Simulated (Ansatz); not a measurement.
Computed with Ansatz on PBE0-D4/def2-TZVP structures; ΔE is electronic, products minus reactants. CBS: MP2 limit from def2 TZ/QZ plus the TZ coupled-cluster correction, frozen cores. This one scheme is used for every species. Functionals use def2-TZVPP. B3LYP here is the variant with VWN-RPA as its local correlation; programs differ in this. HSE06 is defined as in plane-wave codes. def2 core potentials past Kr. For Sn outer-core shells are correlated without core-valence functions, which leaves a few kJ/mol of doubt a bond. Each species was taken in one conformer, which may not be the lowest.

Reaction (formal hydrolysis of the Sn–C bond): `C[CH](C)[Sn][CH](C)C` + H₂O → `C[CH](C)[Sn][OH]` + `CCC`

`C[CH](C)[Sn][CH](C)C`:

```xyz
21

C     1.708    1.747    1.037
C     1.878    0.444    0.261
C     1.659    0.645   -1.227
Sn    0.606   -1.081    1.260
C    -1.093   -1.041   -0.158
C    -1.892    0.219    0.157
C    -1.957   -2.286   -0.056
H     0.696    2.154    0.935
H     2.394    2.520    0.669
H     1.905    1.627    2.108
H     2.901    0.086    0.427
H     0.647    1.001   -1.443
H     2.353    1.394   -1.634
H     1.807   -0.275   -1.799
H    -0.687   -0.957   -1.171
H    -1.316    1.134   -0.010
H    -2.241    0.235    1.198
H    -2.792    0.285   -0.468
H    -1.407   -3.195   -0.318
H    -2.825   -2.228   -0.726
H    -2.344   -2.426    0.959
```

H₂O:

Cartesian coordinates in Å:
```
O -0.130 0.233 0.283
H 0.678 0.328 -0.226
H -0.547 -0.561 -0.057
```

`C[CH](C)[Sn][OH]`:

Cartesian coordinates in Å:
```
C -0.079 1.286 -0.540
C 0.003 0.360 0.665
C -1.005 -0.777 0.573
Sn 2.066 -0.436 0.895
O 2.090 -1.402 -0.839
H -1.090 1.696 -0.662
H 0.604 2.138 -0.462
H 0.163 0.763 -1.472
H -0.199 0.940 1.573
H -0.994 -1.421 1.458
H -0.816 -1.419 -0.294
H -2.029 -0.397 0.465
H 1.285 -1.331 -1.360
```

`CCC`:

Z-matrix (Å, degrees):
```
C
C 1 1.519
H 1 1.094 2 111.1
H 1 1.094 2 111.1 3 119.5
H 1 1.093 2 111.7 3 -120.3
C 2 1.519 1 112.7 3 -59.7
H 2 1.095 1 109.5 3 178.2
H 2 1.095 1 109.5 3 62.4
H 6 1.094 2 111.0 1 59.7
H 6 1.093 2 111.7 1 -180.0
H 6 1.094 2 111.1 1 -59.7
```

```
             level  ΔE (kJ/mol)  difference from CCSD(T)/CBS
       LDA (SPW92)       -110.2                         -7.3
            PBE-D4       -112.3                         -9.4
         revPBE-D4       -108.2                         -5.3
           BLYP-D4       -119.2                        -16.3
         r2SCAN-D4       -120.0                        -17.1
            B97M-V       -127.6                        -24.7
           PBE0-D4       -106.8                         -3.9
          B3LYP-D4       -115.6                        -12.7
        r2SCANh-D4       -116.9                        -14.0
          HSE06-D4       -106.6                         -3.7
          BHLYP-D4       -113.0                        -10.1
           ωB97X-V       -117.6                        -14.7
           ωB97M-V       -113.1                        -10.2
            B2PLYP       -123.4                        -20.5
          PBE-QIDH       -108.0                         -5.1
               PBE       -123.3                        -20.4
            revPBE       -128.2                        -25.3
              BLYP       -140.1                        -37.2
            r2SCAN       -123.6                        -20.7
              PBE0       -116.9                        -14.0
             B3LYP       -132.9                        -30.0
           r2SCANh       -120.9                        -18.0
           r2SCAN0       -117.2                        -14.3
             HSE06       -116.3                        -13.4
             BHLYP       -129.0                        -26.1
         CAM-B3LYP       -132.1                        -29.2
RPA@PBE/def2-TZVPP       -105.1                         -2.2
       HF/def2-SVP       -126.3                        -23.4
      MP2/def2-SVP       -110.2                         -7.3
     CCSD/def2-SVP       -112.3                         -9.4
  CCSD(T)/def2-SVP       -111.0                         -8.1
     HF/def2-TZVPP       -131.7                        -28.8
    MP2/def2-TZVPP        -99.1                          3.8
SCS-MP2/def2-TZVPP       -107.8                         -4.9
   CCSD/def2-TZVPP       -105.9                         -3.0
CCSD(T)/def2-TZVPP       -103.1                         -0.2
     HF/def2-QZVPP       -132.5                        -29.6
    MP2/def2-QZVPP        -99.3                          3.6
      HF/CBS(def2)       -132.6                        -29.7
    CCSD/CBS(def2)       -105.7                         -2.8
       CCSD(T)/CBS       -102.9                            0
```

Largest T1 diagnostic among the species: 0.015.

From r2SCAN to r2SCAN0 (25 % exact exchange), in def2-TZVPP and without D4, ΔE moves by +6.5 kJ/mol. Leaving LDA and LC-ωPBE aside and taking each functional with its dispersion term where it has one, the values spread over 21.0 kJ/mol, from B97M-V to HSE06-D4. LDA lies +13.1 kJ/mol from PBE without D4. In def2-TZVPP, CCSD(T) changes the Hartree–Fock value by +28.6 kJ/mol (the triples alone add +2.8 kJ/mol) and MP2 by +32.6 kJ/mol.
